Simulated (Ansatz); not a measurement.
System: sum formula WO₂F, net charge 0, doublet state. The spin state was set by rule; other spins were not relaxed. SMILES of the parent species: [O]=[W](=[O])[F]
Coordinates optimised at B3LYP-D3(BJ)/def2-TZVP (Ansatz, a program for electronic structure):
```
W
O 1 1.7104
O 1 1.7104 2 110.39
F 1 1.8791 2 120.13 3 146.59
```
Charge 0, spin multiplicity 2.

Q: Give the harmonic wavenumbers at B3LYP-D3(BJ)/def2-TZVP (Ansatz, finite differences of forces, unscaled).

A: 114, 205, 330, 677, 989, 1038 cm⁻¹. Zero-point energy 4.8 kcal/mol.

Q: From these and the geometry, give the ideal-gas thermochemistry at 298.15 K and 1 atm (rigid rotor, harmonic oscillator).

A: Point group Cs, rotational symmetry number 1. Rotational constants 7.539, 5.245, 3.249 GHz. S(trans) 42.26, S(rot) 25.33, S(vib) 7.07, S(elec, spin only) 1.38, S 76.0 cal/(mol K). H(298) - H(0) 3.52 kcal/mol; G - E(el) -14.4 kcal/mol.
